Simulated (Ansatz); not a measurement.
Br4Si, charge +1, doublet, geometry from GFN2-xTB (a state made from the parent by changing its charge; the spin is typed, not shown lowest).

The Ansatz (an electronic-structure program) input:
Ansatz 0.2 input:
```yaml
crystal:
  periodic: [false, false, false]
  atoms:
    - {symbol: Br, position_ang: [-1.18518439, -1.48795623, -1.16312035]}
    - {symbol: Si, position_ang: [0.00000000, 0.00000000, -0.00000000]}
    - {symbol: Br, position_ang: [-1.11591421, 1.92799319, 0.09540675]}
    - {symbol: Br, position_ang: [1.96640642, 0.32802890, -0.99858277]}
    - {symbol: Br, position_ang: [0.33469218, -0.76806587, 2.06629637]}
basis:
  gaussian:
    orbitals: def2-SVP
hamiltonian:
  xc: blyp
total_charge: 1
magnetization: {spin_polarized: true, initial_magnetization: 1}
```

Predict the number of basis functions from BLYP/def2-SVP (Ansatz).

146

Predict the total energy from BLYP/def2-SVP.

-10584.6975 Eh

What is the computed <S^2> (BLYP/def2-SVP)?

0.751

Roughly what does it cost on one core?

very roughly 120 core-seconds.
